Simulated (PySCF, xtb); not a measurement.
CH3Zn, SMILES [CH3][Zn] (connectivity only; charge and spin as stated), neutral, multiplicity 2.

Harmonic wavenumbers (cm⁻¹) from xtb 6.7.1 with GFN2-xTB at its own minimum, in rising order: 334, 448, 448, 1131, 1473, 1473, 3021, 3038, 3039.

### Question
What does PBE-D3(BJ)/def2-TZVP in PySCF give at its own minimum? (Estimate from the structure and the level; the computed values follow.)

### Answer
412, 584, 584, 1047, 1386, 1386, 2976, 3086, 3086. Paired by order, the mean absolute difference is 83 cm⁻¹ and the zero-point energies are 20.6 and 20.8 kcal/mol.
